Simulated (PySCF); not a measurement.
## From computed data to an observable: chemical shift, span and skew from a shielding tensor

Se(H)(SH) (H₂SSe), SMILES S[SeH]. Atoms are numbered in the order given.

```xyz
4

Se     0.1958    -0.5645     0.3962
H     -0.2954    -1.5660    -0.5680
S     -0.3011     1.2097    -0.7870
H     -1.5437     1.4039    -0.3099
```
Charge 0, spin multiplicity 1.

Coordinates come from a PBE0-D3(BJ)/def2-TZVP optimisation.

GIAO shieldings from PySCF with PBE0/pcSseg-2, non-relativistic, no solvent. The symmetric part of the tensor of Se1 has the principal values 1464.3, 1503.9, 2287.1 ppm. The same nucleus in Me2Se has σ = 1739.2 ppm at this level (PySCF, at its B3LYP-D3(BJ)/def2-TZVP geometry).

Question: Work out the isotropic shielding, the ⁷⁷Se shift against Me2Se, the span and the skew.

Answer: 
σ(iso) = (σ11 + σ22 + σ33)/3 = 1751.8 ppm. δ = σ(ref) − σ(iso) = 1739.2 − (1751.8) = -12.6 ppm.
Span Ω = σ33 − σ11 = 822.8 ppm. Skew κ = 3(σ(iso) − σ22)/Ω = 0.90. Tumbling in solution averages the tensor to δ; in a static solid the shielding alone would spread this spin-1/2 line over Ω.
